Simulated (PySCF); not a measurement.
Potential energy of CaP along the bond

Set-up: PySCF, no relativity, basis sets Ca aug-pcseg-1, P aug-pcseg-1. Energies in eV from Ca + P in their ground configurations at the same level. State: ²Π (doublet), unpaired electrons π ↑.

```json
{"R (Å)": "2.272", "PBE0": "-1.027"}
{"R (Å)": "2.373", "PBE0": "-1.270"}
{"R (Å)": "2.448", "PBE0": "-1.354"}
{"R (Å)": "2.524", "PBE0": "-1.376"}
{"R (Å)": "2.600", "PBE0": "-1.352"}
{"R (Å)": "2.701", "PBE0": "-1.268"}
{"R (Å)": "2.827", "PBE0": "-1.112"}
{"R (Å)": "2.978", "PBE0": "-0.885"}
```

Q: Put a parabola through the three lowest points of the PBE0 curve and estimate Re, k and ωe (reduced mass 17.45 u; 1 eV/Å² = 0.16022 mdyn/Å; ωe = 1302.8·√(k/μ) cm⁻¹).

A: Through R = 2.448, 2.524, 2.6 Å the second-order coefficient is 3.98 eV/Å², so Re ≈ 2.522 Å, k ≈ 1.28 mdyn/Å and ωe ≈ 352 cm⁻¹. A polynomial fit of higher order to the unrounded PBE0 energies gives Re = 2.518 Å, k = 1.32 mdyn/Å, ωe = 359 cm⁻¹; anharmonicity and rounding make the difference.

The higher-order fit for each curve: PBE0: Re = 2.518 Å, ωe = 359 cm⁻¹, De = 1.38 eV.

⟨S²⟩ of the unrestricted solution departs from its pure value on part of the curve, where spin states mix. The state is the lowest determinant that a PBE0 search found; another state may lie lower at other levels.
